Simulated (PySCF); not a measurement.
PySCF input for Mg(Cl)(NH2) (ClH2MgN), SMILES [NH2][Mg][Cl], r2SCAN-D4/def2-TZVP. Geometry: r2SCAN-D4/def2-TZVP. Other conformers were not sampled.

```python
import numpy as np
from pyscf import gto, scf, dft, df
from pyscf.hessian import thermo

mol = gto.M(
    atom='''
    Mg   -0.00000000   -0.00000000    0.50186633
    Cl    0.00000000    0.00000000   -1.68442948
    N     0.00000000    0.00000000    2.37877701
    H     0.00000000   -0.81110977    2.98073308
    H     0.00000000    0.81110976    2.98073308
    ''',
    basis='def2-TZVP',
    charge=0,
    spin=0,
    max_memory=1600,
    verbose=3,
)
mf = dft.RKS(mol, xc='r2scan').density_fit(auxbasis='def2-universal-jkfit')
mf.disp = 'd4'
mf.grids.level = 4
mf.conv_tol = 1e-11
mf.max_cycle = 100
mf.kernel()

# [left out here: the lines that compute and print the analytic Hessian (its translational invariance restored by hand, since the grid's response is missing), thermochemistry and intensities]
```

Log of the run:

```
converged SCF energy = -716.280925565993

WARN: MGGA Hessian is sensitive to dft grids. grids.level 4 may not be dense enough.


WARN: DFTD4 does not support analytical Hessian, using finite difference.


WARN: Mole.unit (angstrom) is changed to Bohr

Mode                                 0                   1                   2
Irrep
Freq [cm^-1]                      116.7832            127.4520            290.3075
Reduced mass [au]                   5.3745             11.7598              1.1859
Force const [Dyne/A]                0.0432              0.1125              0.0589
Char temp [K]                     168.0251            183.3751            417.6878
Normal mode                   x     y     z       x     y     z       x     y     z
       0  Mg                 0.00 -0.16 -0.00   -0.16 -0.00 -0.00   -0.00 -0.00 -0.00
       1  Cl                -0.00  0.05  0.00    0.05  0.00  0.00   -0.01  0.00  0.00
       2   N                -0.00  0.11 -0.00    0.13  0.00 -0.00    0.11  0.00 -0.00
       3   H                -0.00  0.22  0.16    0.14  0.00  0.00   -0.64  0.00 -0.00
       4   H                -0.00  0.22 -0.16    0.14  0.00 -0.00   -0.64  0.00 -0.00
Mode                                 3                   4                   5
Irrep
Freq [cm^-1]                      400.2643            525.6633            760.2502
Reduced mass [au]                  11.6708              1.2318              9.3592
Force const [Dyne/A]                1.1016              0.2005              3.1871
Char temp [K]                     575.8912            756.3125           1093.8308
Normal mode                   x     y     z       x     y     z       x     y     z
       0  Mg                 0.00  0.00 -0.08   -0.00 -0.04 -0.00   -0.00  0.00 -0.15
       1  Cl                -0.00 -0.00  0.12    0.00  0.00  0.00    0.00  0.00  0.03
       2   N                -0.00 -0.00 -0.15    0.00  0.11 -0.00    0.00 -0.00  0.16
       3   H                 0.00  0.00 -0.15    0.00 -0.32 -0.55    0.00 -0.00  0.17
       4   H                 0.00 -0.00 -0.15    0.00 -0.32  0.55    0.00  0.00  0.17
Mode                                 6                   7                   8
Irrep
Freq [cm^-1]                     1558.7176           3551.6267           3630.8018
Reduced mass [au]                   1.0927              1.0513              1.0906
Force const [Dyne/A]                1.5642              7.8133              8.4706
Char temp [K]                    2242.6475           5110.0000           5223.9154
Normal mode                   x     y     z       x     y     z       x     y     z
       0  Mg                 0.00  0.00  0.00   -0.00  0.00  0.00   -0.00 -0.00  0.00
       1  Cl                -0.00 -0.00 -0.00    0.00  0.00 -0.00    0.00 -0.00 -0.00
       2   N                -0.00 -0.00 -0.08   -0.00  0.00 -0.06    0.00 -0.08 -0.00
       3   H                 0.00  0.41  0.53    0.00 -0.57  0.38   -0.00  0.54 -0.41
       4   H                 0.00 -0.41  0.53    0.00  0.57  0.38   -0.00  0.54  0.41
temperature 298.1500 [K]
pressure 101325.00 [Pa]
Rotational constants [GHz] 381.03723 2.48966 2.47350
Symmetry number 2
Zero-point energy (ZPE) 0.02497 [Eh]   65566.523 [J/mol]
                           tot       elec      trans        rot        vib
Entropy [J/mol/K]       290.267      0.000    162.721     88.136     39.410
Cv [J/mol/K]             62.579      0.000     12.472     12.472     37.635
Cp [J/mol/K]             70.893      0.000     20.786     12.472     37.635
Internal energy [J/mol]                      3718.434   3718.434  71941.844
Internal energy [Eh]   -716.25069  -716.28093
Enthalpy [J/mol]                             6197.391   3718.434  71941.844
Enthalpy [Eh]          -716.24975
Gibbs free energy [J/mol]                  -42317.846 -22559.348  60191.731
Gibbs free energy [Eh] -716.28271
static polarisability / bohr^3: [[40.066  0.     0.   ]
 [ 0.    34.383 -0.   ]
 [-0.    -0.    50.819]]
largest difference of analytic and finite-field dipole derivatives / e: 0.0019368521097856695
mode   freq/cm-1   IR/(km/mol)   Raman/(A^4/amu)   depolarisation
   1      116.78        37.846             0.013            0.750
   2      127.45        54.634             0.398            0.750
   3      290.31       102.739            31.384            0.750
   4      400.26        12.893            12.062            0.130
   5      525.66        89.414             1.262            0.750
   6      760.25       134.389             5.700            0.085
   7     1558.72        18.790             5.047            0.036
   8     3551.63         4.026           175.796            0.071
   9     3630.80         9.932            92.392            0.750
max |gradient| / (hartree/bohr): 0.00016998433912299355
APT charges: [ 1.201  -0.6411 -0.801   0.1176  0.1176]
```

Self-consistency was reached.
